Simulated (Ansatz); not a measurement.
`OC[SiH](O)S` and `O[SiH](S)[SiH2][SiH3]` differ in one atom or group.

Ansatz, PBE0-D4/def2-TZVP geometries, multiplicity 1. Each molecule was computed in one conformer, which needn't be the lowest.

```csv
property,`OC[SiH](O)S`
LUMO energy (ωB97M-V/def2-TZVPP) / eV,1.83
HOMO–LUMO gap (ωB97M-V/def2-TZVPP) / eV,11.68
HOMO–LUMO gap (B3LYP/def2-TZVPP) / eV,7.26
LUMO energy (PBE/def2-TZVPP) / eV,-0.71
HOMO energy (PBE0/def2-TZVPP) / eV,-7.60
HOMO–LUMO gap (PBE/def2-TZVPP) / eV,5.46
```

Q: Give the same properties after the change, and the shifts. (An estimate is asked.)

A: The calculation gave: 
```json
{"property": "LUMO energy (ωB97M-V/def2-TZVPP) / eV", "`O[SiH](S)[SiH2][SiH3]`": "1.25", "shift": "-0.58"}
{"property": "HOMO–LUMO gap (ωB97M-V/def2-TZVPP) / eV", "`O[SiH](S)[SiH2][SiH3]`": "11.02", "shift": "-0.66"}
{"property": "HOMO–LUMO gap (B3LYP/def2-TZVPP) / eV", "`O[SiH](S)[SiH2][SiH3]`": "6.73", "shift": "-0.53"}
{"property": "LUMO energy (PBE/def2-TZVPP) / eV", "`O[SiH](S)[SiH2][SiH3]`": "-1.30", "shift": "-0.59"}
{"property": "HOMO energy (PBE0/def2-TZVPP) / eV", "`O[SiH](S)[SiH2][SiH3]`": "-7.63", "shift": "-0.03"}
{"property": "HOMO–LUMO gap (PBE/def2-TZVPP) / eV", "`O[SiH](S)[SiH2][SiH3]`": "5.12", "shift": "-0.34"}
```

B3LYP here is the variant with VWN-RPA as its local correlation; programs differ in this.
